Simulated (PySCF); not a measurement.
Compound: C₄H₆N₂OS.
SMILES: `c1(COC)ncsn1`

Vertical excitations from PySCF (density fitting, frozen core in the response, grid level 2 and gas phase unless stated; continuum runs use non-equilibrium linear response for the excitations) on a GFN2-xTB geometry. Reference run:

```csv
settings,"S1, eV (f)","S2, eV (f)","S3, eV (f)","S4, eV (f)","S5, eV (f)","S6, eV (f)","T1, eV (Tamm–Dancoff)",mean α (au)
"PBE0/def2-SVPD, full TDDFT, 6 singlets",4.87 (0.009),5.14 (0.001),5.76 (0.070),6.02 (0.004),6.17 (0.003),6.39 (0.019),3.99,81.2
```

Task: What do these settings give: revPBE/6-31G*, grid level 1, fitting basis def2-universal-jkfit, full TDDFT, 3 singlets?

Result: 
```
                                                                               settings    S1, eV (f)    S2, eV (f)    S3, eV (f)  S4, eV (f)  S5, eV (f)  S6, eV (f)  T1, eV (Tamm–Dancoff)  mean α (au)
revPBE/6-31G*, grid level 1, fitting basis def2-universal-jkfit, full TDDFT, 3 singlets  3.60 (0.007)  4.59 (0.001)  4.82 (0.011)           –           –           –                      –         70.3
```

S1 moves by -1.27 eV; functional and basis change together, so the shift can't be laid on one. States are counted by energy in each run and needn't keep their character from row to row.

All basis functions are spherical, in the Pople sets too.

Task: Give the leading configurations of S1 (H = HOMO, L = LUMO) and the HOMO–LUMO gap of each run.

Result: 
```tsv
settings	S1 configurations (weight)	S1 (eV)	orbital gap (eV)	S1 − gap (eV)
PBE0/def2-SVPD, full TDDFT, 6 singlets	H→L 0.87, H−2→L 0.11	4.87	5.99	-1.12
revPBE/6-31G*, grid level 1, fitting basis def2-universal-jkfit, full TDDFT, 3 singlets	H→L 0.99	3.60	3.53	+0.07
```

Conformer computed: `[CH3:1][O:2][CH2:3][c:4]1[n:5][cH:6][s:7][n:8]1`: C1–O2–C3–C4 75°, O2–C3–C4–N5 110°.

One conformer stands for the species.
